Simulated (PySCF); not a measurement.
## O: excitation energy

O [He] 2s2 2p4 (3P) → O [He] 2s1 2p5 (3P), as a difference of total energies. All numbers are calculated (PySCF 2.14, scalar relativity by spin-free X2C-1e, in aug-cc-pCVQZ-DK (9s8p6d4f2g, 109 functions)). Correlated levels: valence: 1s2 frozen; valence and next inner shell: nothing frozen. The calculations carry no spin-orbit coupling.

```json
{"method": "UHF", "excitation energy (cm⁻¹)": "136330"}
{"method": "LDA", "excitation energy (cm⁻¹)": "115640"}
{"method": "PBE", "excitation energy (cm⁻¹)": "117240"}
{"method": "PBE0", "excitation energy (cm⁻¹)": "122470"}
{"method": "r2SCAN", "excitation energy (cm⁻¹)": "122460"}
{"method": "M06", "excitation energy (cm⁻¹)": "120040"}
{"method": "wB97X", "excitation energy (cm⁻¹)": "122740"}
{"method": "B2PLYP", "excitation energy (cm⁻¹)": "124920"}
{"method": "MP2 (valence)", "excitation energy (cm⁻¹)": "129460"}
{"method": "SCS-MP2 (valence)", "excitation energy (cm⁻¹)": "128960"}
{"method": "MP2 (valence and next inner shell)", "excitation energy (cm⁻¹)": "129060"}
{"method": "SCS-MP2 (valence and next inner shell)", "excitation energy (cm⁻¹)": "128740"}
```

The upper state lies above the first ionisation limit, where it may autoionise and the basis confines it.
